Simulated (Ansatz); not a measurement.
Molecule: C4H2 (charge 0, singlet). 
Geometry from a B3LYP-D3(BJ)/def2-TZVP (Ansatz, a first-principles code) optimisation:
SMILES: C#CC#C
```xyz
6

C      0.0000     0.0000    -1.8866
C      0.0000     0.0000    -0.6818
C      0.0000     0.0000     0.6818
C      0.0000     0.0000     1.8866
H      0.0000     0.0000    -2.9488
H      0.0000     0.0000     2.9488
```

Basis-set convergence of Hartree-Fock and MP2 correlation energies (hartree) with Ansatz. Valence correlation only, unless marked. No spin-orbit coupling. No relativistic terms.

The Hartree-Fock reference is unstable (checked in the largest basis), which strains HF and MP2. 

```
basis    functions       E(HF)  E(corr, MP2)
-------  ---------  ----------  ------------
cc-pVDZ          -  -152.50855      -0.49604
cc-pVTZ        148  (withheld)    (withheld)
```

Fill in the missing entries.


- cc-pVTZ, E(HF): -152.55140
- cc-pVTZ, E(corr, MP2): -0.60009
